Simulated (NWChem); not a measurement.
The numbers come from NWChem runs, not from measurements. System: BBr2Cl, charge 0, spin multiplicity 1, displaced from the optimised geometry. The structure started from a generated list of species. Level: LDA (SVWN5)/def2-SVP.

The NWChem input:

```
start mol
memory heap 200 mb stack 800 mb global 1000 mb
geometry units angstroms nocenter noautoz
  B      0.000000     0.000000    -0.409953
  Cl     0.000000     0.000000    -2.184800
  Br     1.678556     0.000000     0.559877
  Br    -1.678556     0.000000     0.559877
  symmetry group C2v
end
basis spherical
  * library def2-svp
end
dft
  xc slater vwn_5
  semidirect memsize 60000000 filesize 0
  iterations 100
  convergence energy 1e-9 density 1e-8 gradient 1e-7
end
task dft gradient
```

Part of the output:

```
             Northwest Computational Chemistry Package (NWChem) 7.3.0
             --------------------------------------------------------

                                NWChem Input Module
                                -------------------

 Scaling coordinates for geometry "geometry" by  1.889725989
 (inverse scale =  0.529177249)

 Turning off AUTOSYM since
 SYMMETRY directive was detected!

                             Geometry "geometry" -> ""
                             -------------------------

 Output coordinates in angstroms (scale by  1.889725989 to convert to a.u.)

  No.       Tag          Charge          X              Y              Z
 ---- ---------------- ---------- -------------- -------------- --------------
    1 B                    5.0000     0.00000000     0.00000000    -0.40995300
    2 Cl                  17.0000     0.00000000     0.00000000    -2.18480000
    3 Br                  35.0000     1.67855600     0.00000000     0.55987700
    4 Br                  35.0000    -1.67855600     0.00000000     0.55987700

 Effective nuclear repulsion energy (a.u.)     509.7096189414

            Nuclear Dipole moment (a.u.)
            ----------------------------
        X                 Y               Z
 ---------------- ---------------- ----------------
     0.0000000000     0.0000000000     0.0000472431

      Symmetry information
      --------------------

 Group name             C2v
 Group number             16
 Group order               4
 No. of unique centers     3

      Symmetry unique atoms

     1    2    3


 Summary of "ao basis" -> "" (spherical)
 ------------------------------------------------------------------------------
       Tag                 Description            Shells   Functions and Types
 ---------------- ------------------------------  ------  ---------------------
 *                          def2-svp                  on all atoms

                                 NWChem DFT Module
                                 -----------------

 Summary of "ao basis" -> "ao basis" (spherical)
 ------------------------------------------------------------------------------
       Tag                 Description            Shells   Functions and Types
 ---------------- ------------------------------  ------  ---------------------
 B                          def2-svp                 6       14   3s2p1d
 Cl                         def2-svp                 8       18   4s3p1d
 Br                         def2-svp                12       32   5s4p3d

 Summary of "ao basis" -> "ao basis" (spherical)
 ------------------------------------------------------------------------------
       Tag                 Description            Shells   Functions and Types
 ---------------- ------------------------------  ------  ---------------------
 B                          def2-svp                 6       14   3s2p1d
 Cl                         def2-svp                 8       18   4s3p1d
 Br                         def2-svp                12       32   5s4p3d

      Symmetry analysis of basis
      --------------------------

        a1         38
        a2         12
        b1         29
        b2         17

  itol2e modified to match energy
  convergence criterion.
  tol_rho modified to match energy
  convergence criterion.

            General Information
            -------------------
          SCF calculation type: DFT
          Wavefunction type:  closed shell.
          No. of atoms     :     4
          No. of electrons :    92
           Alpha electrons :    46
            Beta electrons :    46
          Charge           :     0
          Spin multiplicity:     1
          Use of symmetry is: on ; symmetry adaption is: on
          Maximum number of iterations: 100
          AO basis - number of functions:    96
                     number of shells:    38
          Convergence on energy requested:  1.00D-09
          Convergence on density requested:  1.00D-08
          Convergence on gradient requested:  1.00D-07

              XC Information
              --------------
                        Slater Exchange Functional  1.000 local
                      VWN V Correlation Functional  1.000 local

             Grid Information
             ----------------
          Grid used for XC integration:  medium
          Radial quadrature: Mura-Knowles
          Angular quadrature: Lebedev.
          Tag              B.-S. Rad. Rad. Pts. Rad. Cut. Ang. Pts.
          ---              ---------- --------- --------- ---------
          B                   0.85       49           7.0       434
          Cl                  1.00       88           9.0       590
          Br                  1.15      112          10.0       590
          Grid pruning is: on
          Number of quadrature shells:   249
          Spatial weights used:  Erf1

          Convergence Information
          -----------------------
          Convergence aids based upon iterative change in
          total energy or number of iterations.
          Levelshifting, if invoked, occurs when the
          HOMO/LUMO gap drops below (HL_TOL):  1.00D-02
          DIIS, if invoked, will attempt to extrapolate
          using up to (NFOCK): 10 stored Fock matrices.

                    Damping( 0%)  Levelshifting(0.5)       DIIS
                  --------------- ------------------- ---------------
          dE  on:    start            ASAP                start
          dE off:    2 iters        100 iters           100 iters

      Screening Tolerance Information
      -------------------------------
          Density screening/tol_rho:  1.00D-12
[...]
 d= 0,ls=0.0,diis     7  -5623.8411550080 -3.82D-06  2.35D-05  1.39D-06     2.0
 d= 0,ls=0.0,diis     8  -5623.8411546873  3.21D-07  1.67D-05  3.55D-06     2.0
 d= 0,ls=0.0,diis     9  -5623.8411551675 -4.80D-07  4.27D-06  2.71D-07     2.1
 d= 0,ls=0.0,diis    10  -5623.8411552053 -3.78D-08  6.12D-07  3.46D-09     2.2
 d= 0,ls=0.0,diis    11  -5623.8411552056 -2.46D-10  2.37D-07  3.30D-10     2.2
 d= 0,ls=0.0,diis    12  -5623.8411552057 -9.73D-11  2.14D-08  3.34D-12     2.3
 d= 0,ls=0.0,diis    13  -5623.8411552057  1.27D-11  4.29D-09  1.56D-13     2.4

         Total DFT energy =    -5623.841155205651
      One electron energy =    -8847.828236403631
           Coulomb energy =     2920.310775005142
    Exchange-Corr. energy =     -206.033312748607
 Nuclear repulsion energy =      509.709618941444

 Numeric. integr. density =       91.999994482710

     Total iterative time =      1.7s

                  Occupations of the irreducible representations
                  ----------------------------------------------

                     irrep           alpha         beta
                     --------     --------     --------
                     a1               19.0         19.0
                     a2                5.0          5.0
                     b1               15.0         15.0
                     b2                7.0          7.0

                       DFT Final Molecular Orbital Analysis
                       ------------------------------------

 Vector   44  Occ=2.000000D+00  E=-2.897630D-01  Symmetry=a1
              MO Center= -9.8D-15,  1.7D-15,  3.8D-01, r^2= 4.3D+00
   Bfn.  Coefficient  Atom+Function         Bfn.  Coefficient  Atom+Function
  ----- ------------  ---------------      ----- ------------  ---------------
    49      0.374683  3 Br pz                81      0.374683  4 Br pz
    46      0.357353  3 Br pz                78      0.357353  4 Br pz
    43     -0.235771  3 Br pz                75     -0.235771  4 Br pz
    27      0.187761  2 Cl pz                24      0.142769  2 Cl pz
     9      0.102927  1 B  pz                47     -0.102153  3 Br px

 Vector   45  Occ=2.000000D+00  E=-2.831783D-01  Symmetry=a2
              MO Center=  8.4D-14, -3.1D-16,  5.4D-01, r^2= 4.2D+00
   Bfn.  Coefficient  Atom+Function         Bfn.  Coefficient  Atom+Function
  ----- ------------  ---------------      ----- ------------  ---------------
    48      0.428416  3 Br py                80     -0.428416  4 Br py
    45      0.393110  3 Br py                77     -0.393110  4 Br py
    42     -0.259792  3 Br py                74      0.259792  4 Br py
    39      0.084619  3 Br py                71     -0.084619  4 Br py
    10      0.030080  1 B  d -2

 Vector   46  Occ=2.000000D+00  E=-2.624223D-01  Symmetry=b1
              MO Center=  1.1D-14, -2.0D-16,  2.2D-01, r^2= 4.8D+00
   Bfn.  Coefficient  Atom+Function         Bfn.  Coefficient  Atom+Function
  ----- ------------  ---------------      ----- ------------  ---------------
    49      0.335996  3 Br pz                81     -0.335996  4 Br pz
    46      0.314284  3 Br pz                78     -0.314284  4 Br pz
    25      0.243300  2 Cl px                47     -0.233746  3 Br px
    79     -0.233746  4 Br px                44     -0.218774  3 Br px
    76     -0.218774  4 Br px                43     -0.206145  3 Br pz

 Vector   47  Occ=0.000000D+00  E=-1.087065D-01  Symmetry=b2
              MO Center= -3.9D-14,  3.2D-15, -3.7D-01, r^2= 3.0D+00
   Bfn.  Coefficient  Atom+Function         Bfn.  Coefficient  Atom+Function
  ----- ------------  ---------------      ----- ------------  ---------------
     5      0.647930  1 B  py                 8     -0.473809  1 B  py
    26      0.328816  2 Cl py                48      0.308723  3 Br py
    80      0.308723  4 Br py                45      0.193595  3 Br py
    77      0.193595  4 Br py                23      0.183610  2 Cl py
    42     -0.127186  3 Br py                74     -0.127186  4 Br py

 Vector   48  Occ=0.000000D+00  E=-2.357735D-02  Symmetry=a1
              MO Center= -9.8D-14, -5.6D-16,  1.5D-02, r^2= 4.1D+00
   Bfn.  Coefficient  Atom+Function         Bfn.  Coefficient  Atom+Function
  ----- ------------  ---------------      ----- ------------  ---------------
     3      1.108896  1 B  s                  2      0.749015  1 B  s
    47      0.557410  3 Br px                79     -0.557410  4 Br px
    37     -0.391620  3 Br s                 69     -0.391620  4 Br s
    27     -0.352593  2 Cl pz                36     -0.269305  3 Br s
    68     -0.269305  4 Br s                 49      0.258255  3 Br pz

 Vector   49  Occ=0.000000D+00  E= 4.448288D-02  Symmetry=b1
              MO Center=  7.0D-14, -8.5D-18, -1.1D-01, r^2= 3.8D+00
   Bfn.  Coefficient  Atom+Function         Bfn.  Coefficient  Atom+Function
  ----- ------------  ---------------      ----- ------------  ---------------
     7      0.915640  1 B  px                 4     -0.763737  1 B  px
    37     -0.471152  3 Br s                 69      0.471152  4 Br s
    47      0.440373  3 Br px                79      0.440373  4 Br px
    49      0.436230  3 Br pz                81     -0.436230  4 Br pz
    25     -0.317412  2 Cl px                36     -0.272733  3 Br s

 center of mass
 --------------
 x =   0.00000000 y =   0.00000000 z =   0.07872125

 moments of inertia (a.u.)
 ------------------
         780.325033441510           0.000000000000           0.000000000000
           0.000000000000        2388.509237758281           0.000000000000
           0.000000000000           0.000000000000        1608.184204316772

     Multipole analysis of the density
     ---------------------------------

     L   x y z        total         alpha         beta         nuclear
     -   - - -        -----         -----         ----         -------
     0   0 0 0     -0.000000    -46.000000    -46.000000     92.000000

     1   1 0 0     -0.000000     -0.000000     -0.000000      0.000000
     1   0 1 0     -0.000000     -0.000000     -0.000000      0.000000
     1   0 0 1     -0.018632     -0.009340     -0.009340      0.000047

     2   2 0 0    -39.175852   -371.745786   -371.745786    704.315719
     2   1 1 0     -0.000000     -0.000000     -0.000000      0.000000
     2   1 0 1     -0.000000     -0.000000     -0.000000      0.000000
     2   0 2 0    -39.751766    -19.875883    -19.875883      0.000000
     2   0 1 1     -0.000000     -0.000000     -0.000000      0.000000
     2   0 0 2    -39.506352   -205.322878   -205.322878    371.139403

  itol2e modified to match energy
  convergence criterion.

            General Information
            -------------------
          SCF calculation type: DFT
          Wavefunction type:  closed shell.
          No. of atoms     :     4
          No. of electrons :    92
           Alpha electrons :    46
            Beta electrons :    46
          Charge           :     0
          Spin multiplicity:     1
          Use of symmetry is: on ; symmetry adaption is: on
          Maximum number of iterations: 100
          AO basis - number of functions:    96
                     number of shells:    38
          Convergence on energy requested:  1.00D-09
          Convergence on density requested:  1.00D-08
          Convergence on gradient requested:  1.00D-07

              XC Information
              --------------
                        Slater Exchange Functional  1.000 local
                      VWN V Correlation Functional  1.000 local

             Grid Information
             ----------------
          Grid used for XC integration:  medium
          Radial quadrature: Mura-Knowles
          Angular quadrature: Lebedev.
          Tag              B.-S. Rad. Rad. Pts. Rad. Cut. Ang. Pts.
          ---              ---------- --------- --------- ---------
          B                   0.85       49           7.0       434
          Cl                  1.00       88           9.0       590
          Br                  1.15      112          10.0       590
          Grid pruning is: on
          Number of quadrature shells:   249
          Spatial weights used:  Erf1

          Convergence Information
          -----------------------
          Convergence aids based upon iterative change in
          total energy or number of iterations.
          Levelshifting, if invoked, occurs when the
          HOMO/LUMO gap drops below (HL_TOL):  1.00D-02
          DIIS, if invoked, will attempt to extrapolate
          using up to (NFOCK): 10 stored Fock matrices.

                    Damping( 0%)  Levelshifting(0.5)       DIIS
                  --------------- ------------------- ---------------
          dE  on:    start            ASAP                start
          dE off:    2 iters        100 iters           100 iters

      Screening Tolerance Information
      -------------------------------
          Density screening/tol_rho:  1.00D-12
          AO Gaussian exp screening on grid/accAOfunc:  21
          CD Gaussian exp screening on grid/accCDfunc:  20
          XC Gaussian exp screening on grid/accXCfunc:  20
          Schwarz screening/accCoul:  1.00D-10

                            NWChem DFT Gradient Module
                            --------------------------

  charge          =   0.00
  wavefunction    = closed shell

  Using symmetry

                         DFT ENERGY GRADIENTS

    atom               coordinates                        gradient
                 x          y          z           x          y          z
   1 B       0.000000   0.000000  -0.774699    0.000000   0.000000   0.001850
   2 Cl      0.000000   0.000000  -4.128673    0.000000   0.000000  -0.021305
   3 Br      3.172011   0.000000   1.058014    0.017076   0.000000   0.009727
   4 Br     -3.172011   0.000000   1.058014   -0.017076  -0.000000   0.009727

                 ----------------------------------------
                 |  Time  |  1-e(secs)   |  2-e(secs)   |
                 ----------------------------------------
                 |  CPU   |       0.00   |       4.34   |
                 ----------------------------------------
                 |  WALL  |       0.00   |       4.34   |
                 ----------------------------------------

 Task  times  cpu:        6.8s     wall:        6.8s

 Total times  cpu:        6.9s     wall:        6.9s
```
